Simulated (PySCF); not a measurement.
C₂H₆BF₂N, SMILES C(F)B(CF)N.

The structure is a stationary point at B3LYP-D3(BJ)/def2-SVP. The structure was generated by enumeration, and PubChem lists no compound with its InChIKey, so it may never have been made. The values are those of a single conformer.

Computed with TDDFT-PBE/def2-SVPD (PySCF).

Vertical excitations. Isolated molecule, no solvent. State labels are in the subgroup C2v.

| state | symmetry | energy (eV) | λ (nm) | f | main pairs |
|---|---|---|---|---|---|
| S1 | B1 | 6.58 | 189 | 0.001 | HOMO→LUMO+1 99 % |
| S2 | A2 | 6.63 | 187 | 0.000 | HOMO→LUMO 100 % |
| S3 | B2 | 6.78 | 183 | 0.016 | HOMO−1→LUMO+1 99 % |
| S4 | B1 | 7.17 | 173 | 0.009 | HOMO→LUMO+2 98 % |
| S5 | B2 | 7.29 | 170 | 0.003 | HOMO−1→LUMO+2 100 % |
| S6 | A2 | 7.43 | 167 | 0.000 | HOMO−2→LUMO+1 100 % |
| S7 | A1 | 7.46 | 166 | 0.000 | HOMO−3→LUMO+1 98 % |
| S8 | B1 | 7.56 | 164 | 0.039 | HOMO−2→LUMO 99 % |
| S9 | B2 | 7.65 | 162 | 0.008 | HOMO−3→LUMO 94 % |
| S10 | A1 | 7.66 | 162 | 0.151 | HOMO−1→LUMO 60 %, HOMO−4→LUMO 30 % |
| T1 | A1 | 6.01 | 206 | 0 | HOMO−1→LUMO 97 % |
| T2 | A2 | 6.23 | 199 | 0 | HOMO→LUMO 100 % |
| T3 | B1 | 6.41 | 193 | 0 | HOMO→LUMO+1 99 % |
| T4 | B2 | 6.57 | 189 | 0 | HOMO−1→LUMO+1 100 % |
Triplets are in the Tamm–Dancoff approximation, which puts them higher than full response would, so one can lie above its singlet here.
